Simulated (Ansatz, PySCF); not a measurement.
Species: diphosphane, P₂H₄, charge 0, multiplicity 1. SMILES: PP
Geometry: optimised at B3LYP-D3(BJ)/def2-TZVP (Ansatz, an electronic-structure program).

Wanted: atomisation energy, in kcal/mol. Terms: frozen cores in correlated levels; six Cartesian d functions in 6-31G* and its kin unless marked 5d; no dispersion term unless named; LANL2DZ with its own core potentials from Na on; atomisation electronic, to ground-state atoms; non-relativistic; open shells spin-unrestricted; 6-311+G** with 5d, 6d on Na to Ar in Ansatz; no spin-orbit coupling. CBS marks a two-point X^-3 extrapolation of the correlation energy; Hartree-Fock from the larger set. First-principles rows: single points at B3LYP-D3(BJ) geometries (Ansatz).

Coupled cluster (Ansatz) is a level with limits of its own, used here on species with T1 under 0.025 (0.045 for open shells) and stable references: CCSD(T)/CBS(cc-pV(T+d)Z,cc-pV(Q+d)Z).

Value to compare with, CCSD(T)/CBS(cc-pV(T+d)Z,cc-pV(Q+d)Z) (Ansatz): 370.3 kcal/mol.

```
level               program  atomisation energy (kcal/mol)  difference
------------------  -------  -----------------------------  ----------
HF/3-21G             Ansatz                          180.0      -190.3
SVWN5/6-31G*         Ansatz                          413.1        42.8
PBE/STO-3G           Ansatz                          498.0       127.7
PBE/3-21G            Ansatz                          332.1       -38.2
PBE/6-31G*           Ansatz                          361.6        -8.7
PBE/6-311+G**        Ansatz                          362.2        -8.1
B3LYP/LANL2DZ        Ansatz                          320.3       -50.0
B3LYP/6-31G          Ansatz                          320.5       -49.8
B3LYP/6-31G*         Ansatz                          362.4        -7.9
B3LYP/6-31+G*        Ansatz                          362.3        -8.0
B3LYP/6-31G**        Ansatz                          366.6        -3.7
B3LYP/def2-SVP       Ansatz                          366.5        -3.8
M06-2X/6-31G* (5d)    PySCF                          363.9        -6.4
MP2/6-31G*           Ansatz                          292.8       -77.5
PBE/def2-TZVPD       Ansatz                          370.6         0.3
B3LYP/def2-TZVPD     Ansatz                          372.4         2.1
```

Among the 14 habitual levels, HF/3-21G lies farthest from CCSD(T)/CBS(cc-pV(T+d)Z,cc-pV(Q+d)Z) (Ansatz) (-190.3 kcal/mol); 2 of 14 lie above it, and their mean absolute difference is 44.5 kcal/mol, the median 23.5. One case shows no general order.

The levels are drawn from those run, B3LYP/6-31G* more often than the rest, none by its result; runs whose electronic state is in doubt are left out.
